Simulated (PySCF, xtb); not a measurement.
C4H6OS, SMILES C1C([C@H](C1)S)=O.

GFN2-xTB (xtb) at its own geometry gives an orbital gap of 2.87 eV and a dipole moment of 3.63 D.

Geometry optimised at PBE-D3(BJ)/def2-SVP. The structure was generated by enumeration; whether it is a known compound was not checked. Other conformers were not sampled.

### Question
What does PBE/def2-TZVP in PySCF give? (Estimate from the structure and the level; the computed values follow.)

### Answer
gap 3.51 eV (levels -5.72 and -2.22 eV), dipole 2.97 D.
